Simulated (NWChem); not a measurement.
Molecule: C$_{3}$H$_{7}$FSi; SMILES C/C(F)=C/[SiH3]

Not confirmed as a minimum by frequencies.

**Question.** Give the equilibrium geometry at PBE-D3(BJ)/def2-SVP (NWChem) as a list of bonds and angles, with the point group.

**Answer.** point group Cs; any orientation.
Bonds (Å): C1–C2 1.492, C1–H6 1.105, C1–H7 1.110, C1–H8 1.110, C2–F3 1.361, C2–C4 1.347, C4–Si5 1.877, C4–H9 1.101, Si5–H10 1.506, Si5–H11 1.504, Si5–H12 1.506. Angles (°): C2–C1–H6 111.2, C2–C1–H7 110.3, C2–C1–H8 110.3, H6–C1–H7 109.0, H6–C1–H8 109.0, H7–C1–H8 106.8, C1–C2–F3 111.6, C1–C2–C4 129.7, F3–C2–C4 118.7, C2–C4–Si5 122.7, C2–C4–H9 116.7, Si5–C4–H9 120.6, C4–Si5–H10 111.6, C4–Si5–H11 108.6, C4–Si5–H12 111.6, H10–Si5–H11 108.5, H10–Si5–H12 108.0, H11–Si5–H12 108.5.
